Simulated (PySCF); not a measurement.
Molecule: SMILES C=C=C(C)C(F)(F)F, C₅H₅F₃.

Geometry (Å), atoms numbered from 1 in this order:
```xyz
13

C     2.3218   -0.6318    0.2547
C     1.0758   -0.3256    0.1190
C    -0.1814   -0.0158   -0.0172
C    -1.3273   -0.9860    0.0080
C    -0.5825    1.4211   -0.2129
F     0.4578    2.2629   -0.2750
F    -1.3730    1.8655    0.7838
F    -1.2868    1.6004   -1.3468
H     2.7945   -0.6580    1.2228
H     2.9417   -0.8703   -0.5939
H    -0.9572   -1.9954    0.1581
H    -2.0131   -0.7284    0.8146
H    -1.8747   -0.9382   -0.9328
```

Frames of a GFN2-xTB Langevin trajectory at 300 K; GIAO PBE0/pcSseg-1 shieldings in PySCF 2.14, gas phase, non-relativistic; equivalent atoms averaged within each frame.

Chemical shifts δ = σref − σ; $^{13}$C (σ = 186.93 ppm) and $^{1}$H (σ = 31.72 ppm) against TMS; $^{19}$F (σ = 170.95 ppm) against CFCl3, all at this level. The references are static minima.

Question: How do the shifts (ppm) fluctuate along the trajectory?

Answer: 
```tsv
time (fs)	C2	C5	C3	C1	C4	F6/F7/F8	H9/H10	H11/H12/H13
250	234.3	129.1	97.1	86.1	16.7	-82.8	5.51	2.11
425	219.4	135.4	100.0	89.1	20.9	-73.6	6.21	2.67
625	221.3	128.9	104.5	88.5	20.9	-87.5	6.09	3.21
800	224.0	131.4	98.8	96.5	20.2	-72.0	6.46	2.50
1000	224.2	140.2	95.0	83.1	7.2	-59.3	5.42	1.43
mean of frames	224.6	133.0	99.1	88.7	17.2	-75.0	5.94	2.39
standard deviation	5.8	4.8	3.5	5.0	5.8	10.9	0.45	0.66
```

5 frames give an uncertainty of the mean of about the standard deviation over 2.2 at best, since frames this close in time may not be independent; classical motion lacks zero-point vibration, and the reference would need the same averaging.
